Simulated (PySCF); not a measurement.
HgO: from constants to spectrum

B97-3 constants of HgO, ³Π (triplet), unpaired electrons σ ↑, π ↑ (basis Hg def2-SVP with ECP60, O def2-SVP; scalar-relativistic core potentials; PySCF 2.14; masses 201.9706 and 15.9949 u):

* ωe: 189.2 cm⁻¹
* ωexe: 5.95 cm⁻¹
* Be: 0.20754 cm⁻¹
* αe: 0.00614 cm⁻¹
* D (centrifugal): 9.99e-07 cm⁻¹
* De to Hg + O: 0.253 eV

Question: Give the vibrational terms G(v) and spacings up to v = 3.

Answer: G(v) = ωe(v+½) − ωexe(v+½)².

```csv
v,G(v) (cm⁻¹),G(v) − G(v−1),Bv (cm⁻¹)
0,93,,0.2045
1,270,177,0.1983
2,436,165,0.1922
3,589,153,0.1860
```

Question: How well does the Morse estimate ωe²/(4ωexe) reproduce De, and what is D0?

Answer: It gives 0.186 eV, 74 % of the computed De. D0 = De − G(0) = 0.253 − 0.012 = 0.241 eV.

The bond is weak. Basis-set superposition, not corrected here, can be much of De in a small basis, most of all at correlated wavefunction levels. Functionals without a dispersion term scatter widely for such bonds, and LDA overbinds them. These are scalar-relativistic numbers at best; spin–orbit coupling would shift them, the dissociation energy most. The state was picked by a PBE0 search and need not be the measured ground state.
